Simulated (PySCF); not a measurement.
Geometry:
```tsv
atom	x (Å)	y (Å)	z (Å)
C1	-0.324	1.370	0.144
C2	-0.005	-0.023	-0.415
B3	1.513	-0.328	-0.152
F4	2.417	0.037	-1.045
C5	-0.881	-1.087	0.209
F6	-0.502	-2.327	-0.255
H7	0.265	2.149	-0.361
H8	-1.389	1.621	0.007
H9	-0.107	1.435	1.223
H10	-0.180	-0.017	-1.506
H11	1.926	-0.828	0.873
H12	-0.778	-1.082	1.309
H13	-1.947	-0.936	-0.038
```

Geometry: PBE0-D3(BJ)/def2-SVP; GIAO shifts from PySCF 2.14, gas phase, non-relativistic, averaged over equivalent atoms.

At B3LYP/pcSseg-1 (137 basis functions, 18 s wall time on 1 thread of an Arm Neoverse N1, shared host):
```
   atoms  δ (ppm)
      C5     89.9
      C2     31.4
      C1      6.7
      B3     58.0
      F4     -1.1
      F6   -232.3
     H11     5.43
     H12     4.56
     H13     4.48
     H10     1.39
H7/H8/H9     0.75
```

Referencing at the same level of theory: ¹³C (179.24 ppm) and ¹H (31.38 ppm) against TMS; ¹¹B (97.83 ppm) vs BF3·OEt2; ¹⁹F (171.94 ppm) against CFCl3.

**Question.** Predict the values at LC-wPBE/pcSseg-1 on the same geometry.

**Answer.** 
```json
{"atoms": "C5", "δ at LC-wPBE/pcSseg-1": "87.2", "change": "-2.7"}
{"atoms": "C2", "δ at LC-wPBE/pcSseg-1": "27.9", "change": "-3.5"}
{"atoms": "C1", "δ at LC-wPBE/pcSseg-1": "6.2", "change": "-0.5"}
{"atoms": "B3", "δ at LC-wPBE/pcSseg-1": "58.8", "change": "+0.8"}
{"atoms": "F4", "δ at LC-wPBE/pcSseg-1": "23.7", "change": "+24.8"}
{"atoms": "F6", "δ at LC-wPBE/pcSseg-1": "-214.9", "change": "+17.4"}
{"atoms": "H11", "δ at LC-wPBE/pcSseg-1": "5.51", "change": "+0.08"}
{"atoms": "H12", "δ at LC-wPBE/pcSseg-1": "4.52", "change": "-0.04"}
{"atoms": "H13", "δ at LC-wPBE/pcSseg-1": "4.43", "change": "-0.05"}
{"atoms": "H10", "δ at LC-wPBE/pcSseg-1": "1.35", "change": "-0.04"}
{"atoms": "H7/H8/H9", "δ at LC-wPBE/pcSseg-1": "0.71", "change": "-0.04"}
```

Referencing at the same level of theory: ¹³C (188.56 ppm), ¹H (31.33 ppm) vs TMS; ¹¹B (101.21 ppm) vs BF3·OEt2; CFCl3 for ¹⁹F (205.86 ppm).

The largest change is at F4 (fluorine bonded to B). Cost: 137 basis functions, 16 s wall time on 1 thread of an Arm Neoverse V2, shared host. The order of the carbon signals is the same at both levels.

A carbon bonded to boron is broadened by the quadrupolar boron nucleus and is often missing from a measured spectrum. Unscaled 19F shifts against computed CFCl3 carry errors that often reach 10 to 50 ppm.
